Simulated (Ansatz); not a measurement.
**Counterpoise correction, worked out**

The pair of Cl⁻ (SMILES [Cl-], atom 1) and SiH3F (SMILES [SiH3]F, atoms 2–6), both closed shells, in one local arrangement (a lower one may exist), relaxed at PBE0-D4/def2-TZVPD:

Cl1  (0.042, 0.251, -2.248)
Si2  (-0.004, -0.022, 0.197)
F3  (-0.036, -0.210, 1.879)
H4  (1.171, 0.889, 0.179)
H5  (-1.369, 0.557, 0.094)
H6  (0.195, -1.465, -0.102)
(Å)

Program: Ansatz 0.2.0. Basis: def2-TZVPPD. Cores are frozen in the correlated methods.

CCSD(T) total energies in eV:

| system | geometry | basis functions | energy |
| --- | --- | --- | --- |
| pair | pair | all | -23142.62210 |
| Cl⁻ | as in the pair | all (partner as ghosts) | -12511.67350 |
| SiH3F | as in the pair | all (partner as ghosts) | -10629.56968 |
| Cl⁻ | as in the pair | its own | -12511.60949 |
| SiH3F | as in the pair | its own | -10629.55542 |
| Cl⁻ | free (PBE0-D4 minimum) | its own | -12511.60949 |
| SiH3F | free (PBE0-D4 minimum) | its own | -10630.13471 |

Task: Work out the interaction energy with and without the counterpoise correction, the superposition error, and the binding energy from the relaxed fragments.

Result: Without correction: -23142.62210 − (-12511.60949) − (-10629.55542) = -1.45719 eV.
With correction (each fragment in the whole basis): -23142.62210 − (-12511.67350) − (-10629.56968) = -1.37892 eV = -31.80 kcal/mol.
The superposition error is the difference, 0.07827 eV, 5 % of the uncorrected value: each fragment borrows its partner's functions.
Deformation from the free shapes: 0.00000 eV for Cl⁻ and 0.57929 eV for SiH3F.
Binding energy from relaxed fragments: -1.37892 + 0.00000 + 0.57929 = -0.79963 eV = -18.44 kcal/mol (electronic, without zero-point energy; negative means bound). The deformation is large: the pair is on the way to a chemical bond or a shared proton. For comparison, the corrected interaction energy by CCSD(T) at an estimated basis limit (MP2 extrapolated from triple and quadruple zeta, plus CCSD(T) − MP2 in triple zeta) is -1.467 eV; triple zeta with the correction binds less.

No T1 diagnostic of these runs exceeds 0.013.

For scale, one of the runs: CCSD(T)/def2-TZVPPD, 190 basis functions, launched by `ansatz run in.yaml --threads 2 --pin off --events-out ev --progress --plain --max-ram 5222MiB`. Hardware: 2 CPU threads of an Arm Neoverse V2, shared host. Wall time 39 s; peak host memory 1.9 GiB.
